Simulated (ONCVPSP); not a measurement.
# Co (Z = 27), ONCV: configuration errors across variants

| Quantity | Value |
| --- | --- |
| Element | cobalt (Co) |
| Generator | ONCVPSP 4.0.1 |
| Type | optimised norm-conserving Vanderbilt (ONCV) |
| Functional | PBE |
| Relativity | scalar-relativistic |
| Frozen core | [Ne] |
| Valence charge | 17 |
| Reference configuration | 3s2 3p6 3d7 4s1.5 4p0.5 |
| Partial waves | 3s+4s: rc 1.10 bohr, ncon 4, nbas 7, qcut 9.3 1/bohr, 2 projectors; 3p+4p: rc 1.70 bohr, ncon 3, nbas 7, qcut 9.5 1/bohr, 2 projectors; 3d: rc 1.55 bohr, ncon 4, nbas 9, qcut 12.1 1/bohr, 2 projectors, debl 1.8 Ha |
| Local potential | polynomial inside 0.75 bohr (lpopt 2, dvloc0 6 Ha) |
| Core correction | Teter function, fcfact 3.5, rcfact 1.2 |

All-electron excitation energies from the reference (eV): (1) 3s2 3p6 3d7 4s2 4p0 -2.136; (2) 3s2 3p6 3d7 4s1 4p0 6.895; (3) 3s2 3p6 3d7 4s0 4p0 23.681.

2 further variants failed, have other tests or too few solved ones, and are left out.

Errors AE − PS in meV (a dash: test not solved or not reliable):

| change | (1) | (2) | (3) | bound ghosts | GHOST(+) flags above zero |
| --- | --- | --- | --- | --- | --- |
| base | +0.2 | 0.0 | +2.2 | none | none |
| core correction Teter function, fcfact 3.5, rcfact 1.38 | +0.2 | 0.0 | +2.3 | none | none |
| core correction polynomial model core, fcfact 0.35 | +0.2 | 0.0 | +2.2 | none | none |
| d: rc 1.98 | +0.2 | 0.0 | +3.5 | none | none |
| d: ncon 3, nbas 8 | +0.2 | 0.0 | +2.3 | none | none |
| core correction Teter function, fcfact 5.9, rcfact 1.2 | +0.2 | 0.0 | +2.2 | none | none |

**Question.** Give the same row for: s: qcut 11.6.

**Answer.** +0.2, 0.0, +2.6; bound ghosts: none; GHOST(+) flags above zero: none.
